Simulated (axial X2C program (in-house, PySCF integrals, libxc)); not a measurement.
Which molecule gave these maps?

PBE0 fields computed with an axial X2C code built on PySCF integrals, without spin–orbit coupling, near the equilibrium distance, one atom at z = 0.

The maps cover the half plane through the axis: z from -2.4 to 3.9 Å along the bond, ρ from 0.15 to 2.25 Å away from it (steps of 0.3 Å, the bottom row nearest the axis).

log10 of the density in e/bohr³:

digits 0 to 9 span -5.63 to 1.38 evenly
```
1223333333333222211100
2233344444433333222110
2233444444444443332211
2334455555544444433221
2344555665555555543321
3344556666666666554322
3345566787666777654332
3345567999767888755432
```

Electron localisation function (collinear form, no current term, damped to 0 at low density):

digits 0 to 9 span 0.00 to 1.00 evenly
```
0000234553100000000000
0002467775200000000000
0013678886310000000000
0025788876310122100000
0025787654312454320000
0136774211125777631000
0136752464127888752000
0146732727228518852000
```

Axial spin density in 10⁻³ e/bohr³:

digits 0 to 9 span -2.98 to 2.98 evenly, values beyond are clipped
```
5555556666555555555555
5555667887665555455555
5555689999865554445555
5556799999975544445555
5556899999985445555555
5555799999984465555555
4444469839964899544455
4443202292653896444455
```

**Question.** Which molecule is it?
A. AsO
B. AsO⁺
C. GeC⁺
D. GeF

**Answer.** D. GeF, with Ge at z = 0 and F at z = 1.758 Å, state M_S = 1/2, Λ = 1 (beyond evenly filled blocks: π+α), basis Ge dyall-cv3z [9s9p7d4f1g], F dyall-av3z [7s6p3d2f] (cores contracted in-house). The state is a single determinant with fixed occupations, the lowest that a limited PBE0 search found. The functionals have no current-density term, which raises determinants with orbital currents, atoms included.
